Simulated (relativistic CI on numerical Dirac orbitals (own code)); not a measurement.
Method of calculation: Dirac-Coulomb-Breit CI, separate exchange-only KLI orbitals for each configuration, model QED (radiative potential, 1s self-energy scaled to tabulated hydrogen-like ionisation energies), unscaled Slater integrals (own radial code, finite nucleus).

The strongest absorption lines from the ground level of an ion, among the configurations computed and to levels below about 2260 eV (vacuum wavelength in Å, gf): 7.5280 (0.72), 8.0171 (1.7), 8.0801 (0.013), 8.4355 (0.11), 9.1018 (0.26), 38.476 (0.96), 52.684 (0.39), 69.317 (0.0014).

Which ion is it?
A. Te34+
B. Gd46+
C. Cs37+
D. Ce40+

D. Ce40+ has 18 electrons and the ground level 3s2.3p6 1S_0; the strongest line goes to 3s2.3p5.4d 1P°_1. The pattern of lines fixes the number of electrons, and along that sequence the line energies rise steadily with the charge (about as its square where n changes within one kind of shell, about linearly where n is kept but much faster in heavy ions where fine structure, which grows about as Z⁴, sets the gap, and irregularly where shells cross), which fixes Z. Configurations outside the model, such as inner-shell arrays, can give stronger lines. At this charge energies of transitions that change n are usually good to better than 1 %, and those within a shell (Δn = 0) to a few per cent.

LS names give the leading component of a level, which can be under half, so a name can repeat, a term be missing and a line seem to break the LS rules.
